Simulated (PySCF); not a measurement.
## I³⁴⁺: ionisation energy

I³⁴⁺ [Ar] 3d1 [3d3/2^1, M_J = 3/2] → I³⁵⁺ [Ar], as a difference of total energies. All numbers are calculated (PySCF 2.14, the two-component X2C-1e Hamiltonian, in an even-tempered Gaussian basis (16 s from 6.2 bohr⁻², ratio 2.8; 12 p from 8.1 bohr⁻², ratio 2.8; 8 d from 8.1 bohr⁻², ratio 2.8; 3 f from 24 bohr⁻², ratio 3)). Correlated levels: [Ne] frozen; the 74 highest virtual spinors dropped. "Screened" scales the spin-orbit matrix elements by Boettger's factors to mimic the two-electron term; Breit and QED terms are absent.

```csv
method,ionisation energy (eV)
GHF (spin-free),2172.7
GMP2 (spin-free),2172.4
GHF (screened spin-orbit),2181.9
GMP2 (screened spin-orbit),2181.6
```

Breit and QED terms and the two-electron picture change are absent.

The spin-free rows lack the spin-orbit shift.

For comparison: 2181 ± 5 eV (theoretical estimate listed by NIST; NIST Atomic Spectra Database, ionization energies).
